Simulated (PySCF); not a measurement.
Al(Br)(Me)2 (C₂H₆AlBr), SMILES [CH3][Al]([CH3])[Br].

The structure is a stationary point at PBE-D3(BJ)/def2-SVP. The structure was generated by enumeration; whether it is a known compound was not checked.

Level of theory: IEF-PCM-M06-2X/def2-SVP (PySCF 2.14.0).

The values are the electrostatic part of the solvation free energy, E(continuum) − E(gas) at the gas-phase geometry, in a cavity of scaled van der Waals radii (PySCF's table); cavitation and dispersion terms are not included. A continuum can't describe solvent molecules that bind to the metal. In vacuum the orbital gap is 8.61 eV. The dipole moment in vacuum is 2.27 D.

Computed values in water (ε = 78.36), dimethylsulfoxide (ε = 46.83), benzene (ε = 2.27):
```json
[
 {"solvent": "water", "ε": "78.36", "ΔG(elec) (kcal/mol)": "-4.7", "dipole (D)": "2.96", "gap (eV)": "8.96"},
 {"solvent": "dimethylsulfoxide", "ε": "46.83", "ΔG(elec) (kcal/mol)": "-4.6", "dipole (D)": "2.95", "gap (eV)": "8.96"},
 {"solvent": "benzene", "ε": "2.27", "ΔG(elec) (kcal/mol)": "-2.0", "dipole (D)": "2.58", "gap (eV)": "8.77"}
]
```
